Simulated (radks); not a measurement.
Effect of the nuclear size on neutral mercury, [Hg]. All-electron calculation, Dirac Kohn-Sham, BLYP, spin-unpolarised, spherical densities, finite nucleus; Fermi nuclear charge, rms radius 5.4648 fm. Program: a radial shooting solver on a logarithmic mesh with Libxc functionals. The rms radius is varied about that value; shifts are against it.

rms radius (fm)  total energy shift (eV)  density at nucleus (e/bohr^3)  1s1/2 shift (meV)  2s1/2 shift (meV)  4p1/2 shift (meV)  5s1/2 shift (meV)  5p1/2 shift (meV)  6s1/2 shift (meV)  6p1/2 (empty) shift (meV)
4.3992                             -38.5                      2.542e+06             -15400              -2300              -2.15              -25.9              0.693              -1.69                      0.461
5.1588                             -11.6                      2.381e+06              -4630               -690             -0.651              -7.77              0.207             -0.508                      0.138
5.4648                                 0                      2.325e+06              0.000              0.000              0.000              0.000              0.000              0.000                      0.000
5.902                               17.2                      2.252e+06               6880               1030              0.975               11.5             -0.307              0.756                     -0.206
6.0167                              21.8                      2.234e+06               8740               1300               1.24               14.7             -0.389              0.959                     -0.261

Slopes of the eigenvalues against <r^2> in GHz/fm^2, as finite differences over the two radii next to the reference (eigenvalue slopes, not the field-shift constants of lines): 1s1/2 338000, 2s1/2 50500, 4p1/2 47.8, 5s1/2 568, 5p1/2 -15.1, 6s1/2 37.2, 6p1/2 (empty) -10.1.
